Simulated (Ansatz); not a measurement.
```yaml
crystal:
  periodic: [false, false, false]
  atoms:
    - {symbol: F, position_ang: [-1.070011, 0.303581, -1.546089]}
    - {symbol: Mo, position_ang: [0.014409, -0.057016, -0.020628]}
    - {symbol: F, position_ang: [-1.420908, -0.896211, 0.681658]}
    - {symbol: F, position_ang: [1.054821, -1.182487, 0.964865]}
    - {symbol: F, position_ang: [1.407447, 0.012984, -1.154350]}
    - {symbol: S, position_ang: [0.122602, 1.749790, 0.987297]}
basis:
  gaussian: {orbitals: ANO-RCC-VTZP, fitting: {mean_field: cc-pVTZ-jkfit}}
hamiltonian: {xc: {name: HSE06}, dispersion: d3bj, pseudopotentials: {relativity: scalar}}
```

```sh
$ ansatz run in.yaml --threads 4 --pin off --events-out ev --progress --plain --max-ram 10444MiB
```

Output, abridged:

```
Functional definition: HSE06
Error: <dir> the basis set cc-pVTZ-JKFIT has no functions for Mo
```
